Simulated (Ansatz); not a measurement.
Basis-set extrapolation for C$_{2}$H$_{4}$AlClSi, SMILES `C#C[SiH2][AlH][Cl]` (PBE0-D4/def2-TZVP geometry, frozen core, Ansatz 0.2.0). Multiplicity 1, RHF reference.

```json
{"": "HF", "def2-TZVPP": "-1068.490248", "def2-QZVPP": "-1068.521788"}
{"": "MP2 correlation", "def2-TZVPP": "-0.678510", "def2-QZVPP": "-0.732621"}
{"": "CCSD(T) correlation", "def2-TZVPP": "-0.764953", "def2-QZVPP": "not run"}
```

Energies in hartree. Use E(X) = E(∞) + A·exp(−7.88·√X) for Hartree–Fock and E(X) = E(∞) + B·X^(−2.97) for correlation, with X = 3 and 4, and add CCSD(T) minus MP2 of the smaller set to the MP2 limit.

Problem. What is the CCSD(T) energy at the basis-set limit?

Solution. HF limit: -1068.521788 + (-0.031540) × 0.13774 = -1068.52613. MP2 limit: -0.732621 + (-0.054111) × 0.74074 = -0.77270. Higher-order term: -0.764953 − (-0.678510) = -0.08644. Total: -1069.38527 hartree, 341.5 kJ/mol below CCSD(T)/def2-TZVPP.
